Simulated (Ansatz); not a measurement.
B8H13⁻. The state is a singlet with charge -1. Geometry r2SCAN-D4/def2-SVPD.

Cartesian coordinates in Å:
```
B 0.392 0.935 1.265
B -1.523 -0.169 -0.960
B 1.273 -0.277 0.186
B -0.754 1.403 -0.299
B 0.939 1.321 -0.293
B 0.194 0.164 -1.292
B 0.297 -0.909 1.536
B 0.322 -1.548 -0.703
H -2.046 -0.990 -0.242
H -1.168 2.469 -0.691
H 1.162 -2.015 -1.466
H 0.897 1.630 2.116
H -0.750 -1.514 1.536
H 1.660 2.244 -0.545
H 0.549 0.279 -2.442
H 2.460 -0.506 0.175
H 1.013 -1.199 2.476
H -1.747 0.732 0.128
H -2.203 0.116 -1.928
H -0.456 -2.400 -0.378
H -0.513 0.235 1.820
```

Another isomer (singlet) lies 0.61 eV lower at PBE0-D4/def2-TZVPD; other spin states weren't run for this one.

(1) Estimate the orbital energies around the gap (eV) in Ansatz with PBE-D4/def2-TZVPD, r2SCAN-D4/def2-TZVPD, PBE0-D4/def2-TZVPD, CAM-B3LYP-D4/def2-TZVPD, ωB97X-V/def2-TZVPD.

Results:

(1) 
```
orbital  PBE-D4/def2-TZVPD  r2SCAN-D4/def2-TZVPD  PBE0-D4/def2-TZVPD  CAM-B3LYP-D4/def2-TZVPD  ωB97X-V/def2-TZVPD
 HOMO−5              -3.58                 -3.88               -4.88                    -6.31               -7.33
 HOMO−4              -3.58                 -3.88               -4.88                    -6.28               -7.31
 HOMO−3              -3.24                 -3.49               -4.45                    -5.82               -6.81
 HOMO−2              -2.80                 -3.01               -3.93                    -5.24               -6.23
 HOMO−1              -2.52                 -2.69               -3.52                    -4.74               -5.69
   HOMO              -1.72                 -1.90               -2.74                    -3.97               -4.89
   LUMO               2.13                  2.32                2.91                     3.50                4.07
 LUMO+1               2.28                  2.51                3.02                     3.69                4.24
 LUMO+2               2.79                  3.40                3.21                     3.73                4.29
 LUMO+3               2.97                  3.56                3.40                     3.79                4.33
 LUMO+4               3.13                  3.75                3.48                     3.85                4.50
 LUMO+5               3.14                  3.81                3.49                     3.98                4.60
```
